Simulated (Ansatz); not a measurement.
Input file for Ansatz (a quantum-chemistry and plane-wave program): R-CCSD(T)/aug-cc-pV(D+d)Z on C3H7Cl (a complex). Files ending in .json are basis or fitting sets from the Basis Set Exchange.

Ansatz 0.2 input:
```yaml
crystal:
  periodic: [false, false, false]
  atoms:
    - {symbol: C, position_ang: [0.54158541, -0.47513715, 0.21440206]}
    - {symbol: C, position_ang: [-0.39644416, 0.46075376, 0.22515610]}
    - {symbol: H, position_ang: [0.53829570, -1.28306080, 0.93615322]}
    - {symbol: H, position_ang: [1.34178418, -0.47278051, -0.51613677]}
    - {symbol: H, position_ang: [-0.40370765, 1.26947999, -0.49598543]}
    - {symbol: H, position_ang: [-1.19576630, 0.44792732, 0.95627562]}
    - {symbol: C, position_ang: [0.49287274, 0.36851657, 3.91508843]}
    - {symbol: Cl, position_ang: [-0.76649666, -0.89924507, 3.73131800]}
    - {symbol: H, position_ang: [0.06097768, 1.19747109, 4.46765888]}
    - {symbol: H, position_ang: [1.32826172, -0.06031537, 4.46030667]}
    - {symbol: H, position_ang: [0.79855871, 0.68266889, 2.92201754]}
basis:
  gaussian:
    orbitals: aug-cc-pV_D+d_Z.json
magnetization: {spin_polarized: false}
correlation: {method: ccsd_t, electrons: outside_noble_gas}
scf: {lower_state_search: off}
```

The head of its log:

```
WARN ansatz: RAYON_NUM_THREADS=1 ignored (pool sized by the plan → 1); use --threads N
Functional definition: HF
these checks for a lower state are left out or cut short: stability, starts, cluster_reference, orbital_swaps, neighbouring_geometries, increment
integrals: 0.55 GiB planned
1601 factors; integrals over basis functions are off by at most 7.5e-4 eV
mean field: 0.55 GiB planned
mean field evaluation 1: about -15703.0080 eV, gradient 3.0e1 eV
mean field evaluation 2: about -15703.0281 eV, gradient 3.0e1 eV
mean field evaluation 4: about -15705.5041 eV, gradient 2.6e0 eV
mean field evaluation 8: about -15705.5300 eV, gradient 1.3e-1 eV
mean field -15705.53005174 eV, -577.1675838110 hartree, gradient 8.3e-7 eV, S^2 0.000000; 0 other end points of the search recorded, 0 dependent functions left out
8 core orbitals not correlated
reference -15705.53005174 eV, -577.1675838110 hartree; 13, 13 occupied and 143, 143 virtual orbitals, 1601 factors
```

Problem. Predict the final total energy.

Solution. -577.8444 hartree (reference determinant -577.1676, T1 diagnostic 0.009).
